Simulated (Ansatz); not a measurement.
One change: `[BH2][SnH2][CH3]` becomes `[CH3][SnH2][GaH2]`.

Ansatz, PBE0-D4/def2-TZVP geometries, multiplicity 1. 

Elements past krypton have def2 core potentials. Scalar relativity is left out up to krypton.

| property | `[BH2][SnH2][CH3]` |
| --- | --- |
| HOMO energy (ωB97M-V/def2-TZVPP) / eV | -9.84 |
| size of the dipole moment (ωB97M-V/def2-TZVPP) / D | 0.78 |
| HOMO energy (PBE0/def2-TZVPP) / eV | -7.71 |
| LUMO energy (B3LYP/def2-TZVPP) / eV | -2.65 |
| HOMO–LUMO gap (PBE/def2-TZVPP) / eV | 3.15 |
| HOMO–LUMO gap (ωB97M-V/def2-TZVPP) / eV | 9.33 |

Problem. What does the change do to each property? (Estimate.)

Solution. The calculation gave: 
```csv
property,`[CH3][SnH2][GaH2]`,shift
HOMO energy (ωB97M-V/def2-TZVPP) / eV,-9.14,0.70
size of the dipole moment (ωB97M-V/def2-TZVPP) / D,0.66,-0.12
HOMO energy (PBE0/def2-TZVPP) / eV,-7.16,0.55
LUMO energy (B3LYP/def2-TZVPP) / eV,-2.40,0.25
HOMO–LUMO gap (PBE/def2-TZVPP) / eV,3.25,0.10
HOMO–LUMO gap (ωB97M-V/def2-TZVPP) / eV,8.69,-0.64
```

With PBE0 the HOMO rises by 0.55 eV and the LUMO rises by 0.30 eV, so the gap narrows by about 0.25 eV. PBE moves the HOMO by 0.43 eV and ωB97M-V by 0.70 eV. Dipoles are sizes alone; their direction can turn.

B3LYP here is the variant with VWN-RPA as its local correlation; programs differ in this.
